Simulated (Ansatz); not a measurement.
Two isomers of C4H7B: A = `BC(C)=C=C`, B = `C=CBC=C`.

Gas-phase electronic energies from Ansatz, PBE0-D4/def2-TZVP geometries. CCSD(T)/CBS adds triple-zeta CCSD(T) − MP2 to the extrapolated MP2 energy (def2 sets, frozen cores). DFT in def2-TZVPP. B3LYP here is the variant with VWN-RPA as its local correlation; programs differ in this. Each species was taken in one conformer, which may not be the lowest.

(1) Which isomer does CCSD(T)/CBS put lower? Give the gap. (An estimate is asked.)

(2) Give E(B) − E(A) in kJ/mol with B3LYP, PBE0-D4, HF/def2-TZVPP, B2PLYP, CCSD/def2-TZVPP, r2SCAN-D4, ωB97M-V. (An estimate is asked.)

Largest T1 diagnostic: 0.012.

## Answers

(1) Computed: B, by 74.7 kJ/mol.

(2) Ansatz gave: B3LYP -67.5, PBE0-D4 -62.2, HF/def2-TZVPP -81.7, B2PLYP -69.6, CCSD/def2-TZVPP -75.2, r2SCAN-D4 -60.0, ωB97M-V -66.8. None reverses the order clearly.

From PBE to PBE0 (25 % exact exchange), in def2-TZVPP and without D4, E(B) − E(A) moves by −4.5 kJ/mol. In def2-TZVPP, CCSD(T) changes the Hartree–Fock value by +7.4 kJ/mol (the triples alone add +0.9 kJ/mol) and MP2 by +12.4 kJ/mol.
